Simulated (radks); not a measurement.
Problem. The germanium anion Ge4-, [Kr], held by a Watson sphere: a shell of charge +4 at radius R that stands for the Madelung well of a crystal (potential energy -4/R inside, -4/r outside, in hartree with lengths in bohr). All-electron calculation, scalar-relativistic Kohn-Sham, LDA (Slater exchange, Perdew-Wang correlation), spin-polarised, spherical densities, finite nucleus; Fermi nuclear charge, rms radius of each element as measured or else 0.836 A^(1/3) + 0.57 fm. Program: a radial shooting solver on a logarithmic mesh with Libxc functionals. Response by self-consistent Sternheimer equations with the Hartree and adiabatic LDA kernel, the relativistic mass of each level held fixed and spin-orbit coupling left out. The sphere does not respond.

R (bohr)  e(3d) (eV)  e(4s) (eV)  e(4p) (eV)  <r> 4p (bohr)  sum of <r^2> (bohr^2)  X-ray form factor at sin(theta)/lambda = 0.2 1/angstrom  alpha (bohr^3)
2.14         -30.280     -16.159      -7.768          2.499                  64.36                                                   25.906           36.81
2.43         -28.807     -14.890      -7.186          2.653                  70.68                                                   25.665           45.99
2.6          -28.231     -14.224      -6.846          2.746                  74.63                                                   25.555           52.60
2.78         -27.777     -13.582      -6.494          2.846                  78.99                                                   25.461           60.68
3.52         -26.850     -11.556      -5.219          3.264                  98.59                                                   25.288           108.7
4.05         -26.603     -10.604      -4.499          3.571                  114.3                                                   25.301           162.2
4.8          -26.462      -9.771      -3.730          4.014                  139.4                                                   25.387           274.7

Estimate the row for R = 4.43 bohr.

Solution. e(3d) (eV) -26.511; e(4s) (eV) -10.119; e(4p) (eV) -4.076; <r> 4p (bohr) 3.795; sum of <r^2> (bohr^2) 126.6; X-ray form factor at sin(theta)/lambda = 0.2 1/angstrom 25.341; alpha (bohr^3) 213.3.
